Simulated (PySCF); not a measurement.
C₆H₈O₃.
Atom-mapped SMILES: `[O:1]=[CH:2][O:3][C@@H:4]1[CH2:5][CH2:6][C@H:7]2[O:8][C@@H:9]12` (hydrogens: H10 on C2; H11 on C4; H12, H13 on C5; H14, H15 on C6; H16 on C7; H17 on C9)

Method: PBE0-D3(BJ)/def2-SVP geometry optimisation, gas phase in PySCF.

Problem. What internal coordinates does the optimisation give?

Solution. 
| bond | length (bohr) |
| --- | --- |
| O1=C2 | 2.260 |
| C2–O3 | 2.519 |
| O3–C4 | 2.712 |
| C4–C5 | 2.891 |
| C5–C6 | 2.903 |
| C6–C7 | 2.850 |
| C7–O8 | 2.683 |
| O8–C9 | 2.665 |
| C4–C9 | 2.859 |
| C7–C9 | 2.766 |
| C2–H10 | 2.098 |
| C4–H11 | 2.076 |
| C5–H12 | 2.076 |
| C5–H13 | 2.076 |
| C6–H14 | 2.080 |
| C6–H15 | 2.083 |
| C7–H16 | 2.071 |
| C9–H17 | 2.071 |

A selection of angles:
| angle | degrees |
| --- | --- |
| O1–C2–O3 | 126.6 |
| O1–C2–H10 | 124.7 |
| O3–C2–H10 | 108.7 |
| C2–O3–C4 | 118.3 |
| O3–C4–C5 | 109.8 |
| O3–C4–C9 | 106.2 |
| O3–C4–H11 | 108.8 |
| C5–C4–C9 | 103.9 |
| C5–C4–H11 | 113.5 |
| C9–C4–H11 | 114.3 |
| C4–C5–C6 | 105.6 |
| C4–C5–H12 | 108.4 |
| C4–C5–H13 | 111.1 |
| C6–C5–H12 | 110.2 |
| C6–C5–H13 | 113.5 |
| H12–C5–H13 | 108.0 |
| C5–C6–C7 | 103.3 |
| C5–C6–H14 | 112.7 |
| C5–C6–H15 | 111.5 |
| C7–C6–H14 | 112.8 |
| C7–C6–H15 | 108.7 |
| H14–C6–H15 | 107.8 |
| C6–C7–O8 | 113.3 |
| C6–C7–C9 | 109.4 |
| C6–C7–H16 | 121.5 |
| O8–C7–C9 | 58.5 |
| O8–C7–H16 | 115.7 |
| C9–C7–H16 | 122.3 |
| C7–O8–C9 | 62.3 |
| O8–C9–H17 | 117.3 |
| C4–C9–O8 | 112.8 |
| C4–C9–C7 | 108.3 |
| C4–C9–H17 | 120.2 |
| C7–C9–O8 | 59.2 |
| C7–C9–H17 | 124.1 |

Dihedral angles: O1–C2–O3–C4 0° (synperiplanar); C2–O3–C4–C5 -122° (anticlinal); O3–C4–C5–C6 -84° (synclinal); C4–C5–C6–C7 -30°; C5–C6–C7–O8 -45° (synclinal); C6–C7–O8–C9 99° (anticlinal); C7–O8–C9–C4 -98° (anticlinal); O3–C4–C9–O8 161° (antiperiplanar); C6–C7–C9–O8 -106° (anticlinal).

The C–O distances run from 1.196 Å (O1=C2, drawn double) to 1.435 Å (O3–C4, drawn single), a spread of 0.239 Å. Of the pairs four or more bonds apart, O1···H11 is among the closest relative to their van der Waals radii: 2.27 Å, 83 % of the sum of Bondi's values. The 5 C–C bonds span 1.464 Å (C7–C9, drawn single) to 1.536 Å (C5–C6, drawn single), a spread of 0.072 Å. The 5-membered ring C4–C5–C6–C7–C9 has internal angles of 103.3° to 109.4° (sum 531°, against 540° for a flat polygon); it is puckered, 0.14 Å rms from its mean plane, widest ring torsion 30°. The 3-membered ring C7–O8–C9 has internal angles of 58.5° to 62.3°.

Point group: C1 (no symmetry element, even within 0.4 Å). Stationary, but not proved a minimum. One conformer, not necessarily the lowest.
